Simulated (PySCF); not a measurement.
## C (carbon, neutral) across methods

[He] 2s2 2p1 3s1, high-spin 3P determinant (an excited configuration). Calculation: PySCF 2.14, in aug-cc-pV5Z; the non-relativistic Hamiltonian (point nucleus).

```json
{"method": "UHF", "E (hartree)": "-37.42059", "mean ε 2s β (eV)": "-23.644", "mean ε 2p α (eV)": "-19.006", "mean ε 3s α (eV)": "-3.375", "Σ⟨r²⟩ (bohr²)": "36.94", "⟨S²⟩": "2.007"}
{"method": "PBE0", "E (hartree)": "-37.5210", "mean ε 2s β (eV)": "-20.323", "mean ε 2p α (eV)": "-13.974", "mean ε 3s α (eV)": "-2.462", "Σ⟨r²⟩ (bohr²)": "36.76", "⟨S²⟩": "2.003"}
{"method": "TPSSh", "E (hartree)": "-37.5770", "mean ε 2s β (eV)": "-19.593", "mean ε 2p α (eV)": "-13.345", "mean ε 3s α (eV)": "-2.174", "Σ⟨r²⟩ (bohr²)": "37.13", "⟨S²⟩": "2.003"}
{"method": "BHandHLYP", "E (hartree)": "-37.5631", "mean ε 2s β (eV)": "-21.677", "mean ε 2p α (eV)": "-15.748", "mean ε 3s α (eV)": "-2.637", "Σ⟨r²⟩ (bohr²)": "36.31", "⟨S²⟩": "2.003"}
{"method": "PBEsol", "E (hartree)": "-37.3404", "mean ε 2s β (eV)": "-18.668", "mean ε 2p α (eV)": "-11.991", "mean ε 3s α (eV)": "-2.014", "Σ⟨r²⟩ (bohr²)": "36.69", "⟨S²⟩": "2.002"}
{"method": "r2SCAN", "E (hartree)": "-37.5386", "mean ε 2s β (eV)": "-19.031", "mean ε 2p α (eV)": "-12.865", "mean ε 3s α (eV)": "-2.015", "Σ⟨r²⟩ (bohr²)": "36.75", "⟨S²⟩": "2.005"}
{"method": "PBE", "E (hartree)": "-37.5131", "mean ε 2s β (eV)": "-18.792", "mean ε 2p α (eV)": "-12.155", "mean ε 3s α (eV)": "-2.044", "Σ⟨r²⟩ (bohr²)": "36.68", "⟨S²⟩": "2.002"}
```

Question: Estimate the same row for LDA.

Answer: E (hartree) = -37.1789; mean ε 2s β (eV) = -18.665; mean ε 2p α (eV) = -11.992; mean ε 3s α (eV) = -1.998; Σ⟨r²⟩ (bohr²) = 36.15; ⟨S²⟩ = 2.001.

The outer electron is Rydberg-like, and this basis confines it to a smaller radius and binds it less than a complete one would.
